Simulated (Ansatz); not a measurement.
Species: sum formula TiOF (charge 0, doublet). The spin state was set by rule; other spins were not relaxed. 
Geometry from a B3LYP-D3(BJ)/def2-TZVP (Ansatz, a quantum-chemistry and plane-wave program) optimisation:
```xyz
3

Ti     0.2266    -0.1455     0.2520
O      1.0795    -0.0820    -1.1299
F     -1.5134     0.4285     0.3885
```
Charge 0, spin multiplicity 2.

Parts of the frozen-core correlation energy in STO-3G (Ansatz, hartree). Frozen orbitals: 11; correlated occupied orbitals by spin: 9 and 8; virtual: 8 and 9. Open shells are spin-unrestricted. No spin-orbit coupling. Non-relativistic.

| term | value |
|---|---|
| reference (HF) | -1011.74675 |
| MP2 opposite-spin | -0.11969 |
| MP2 same-spin | -0.05083 |
| CCSD correlation | -0.16733 |
| (T) | -0.01922 |
| T1 diagnostic | 0.033 |
| largest doubles amplitude | 0.112 |
| <S^2> of the reference | 0.786 |
